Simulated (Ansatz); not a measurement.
Reaction (SMILES): C1CCCSCC1 -> [CH]1CCCCCS1 + H atom (the C-H bond at the site shown breaks; other sites are not compared here)
Geometries: B3LYP-D3(BJ)/def2-TZVP minima from Ansatz (an electronic-structure program), one conformer each, not searched for the lowest.
Geometry of the first species:
```
C
H 1 1.0926
H 1 1.0955 2 105.74
C 1 1.5332 2 107.22 3 -117.38
H 4 1.0936 1 108.61 2 -68.81
H 4 1.0959 5 106.51 1 -116.97
C 4 1.5245 5 108.95 6 -115.30
H 7 1.0913 4 109.84 5 55.58
H 7 1.0932 8 107.10 4 -120.21
C 1 1.5372 2 108.46 3 118.48
H 10 1.0922 1 108.36 2 88.35
H 10 1.0929 11 106.11 1 117.22
C 10 1.5325 11 108.90 12 115.34
H 13 1.0928 10 108.17 11 -44.03
H 13 1.0957 14 106.26 10 117.43
C 13 1.5302 14 109.13 15 115.33
H 16 1.0905 13 110.01 14 -39.38
H 16 1.0915 17 106.67 13 120.49
S 16 1.8212 17 106.08 18 113.28
```

Quantity: bond dissociation energy (electronic energy difference), in eV. Cores are frozen in the correlated levels unless marked. Open shells are spin-unrestricted. No spin-orbit coupling. No relativistic terms. CBS(X,Y): correlation extrapolated as X^-3; Hartree-Fock from the larger set. [CCSD(T)-MP2]/basis is that difference in the basis named.

```tsv
level	program	bond dissociation energy (eV)	minus last row
HF/STO-3G	Ansatz	4.49	0.17
HF/cc-pV(D+d)Z	Ansatz	3.29	-1.03
HF/cc-pV(T+d)Z	Ansatz	3.29	-1.03
SVWN5/def2-TZVPD	Ansatz	4.43	0.11
revPBE-D3(BJ)/def2-TZVPD	Ansatz + dftd3	3.98	-0.34
revPBE-D4/def2-TZVPD	Ansatz + dftd4	3.99	-0.33
PBE0/6-31G*	Ansatz	4.18	-0.14
PBE0/def2-SVP	Ansatz	4.10	-0.22
PBE0-D4/def2-TZVPD	Ansatz + dftd4	4.06	-0.26
PBE0/def2-QZVPP	Ansatz	4.05	-0.27
r2SCANh/def2-TZVPD	Ansatz	4.01	-0.31
CAM-B3LYP/def2-TZVPD	Ansatz	4.14	-0.18
LC-wPBE/def2-TZVPD	Ansatz	4.08	-0.24
B2GP-PLYP-D4/def2-TZVPD	Ansatz + dftd4	4.16	-0.16
B2PLYP/def2-TZVPD	Ansatz	4.13	-0.19
MP2/6-31G*	Ansatz	4.05	-0.27
RI-MP2/cc-pV(T+d)Z	Ansatz	4.29	-0.03
SCS-MP2/cc-pV(T+d)Z	Ansatz	4.38	0.06
CCSD/cc-pV(T+d)Z	Ansatz	4.25	-0.07
RI-MP2/CBS(cc-pV(T+d)Z,cc-pV(Q+d)Z)+[CCSD(T)-MP2]/cc-pV(D+d)Z	Ansatz	4.34	0.02
RI-MP2/CBS(cc-pV(T+d)Z,cc-pV(Q+d)Z)+[CCSD(T)-MP2]/cc-pV(T+d)Z	Ansatz	4.32	0.00
```
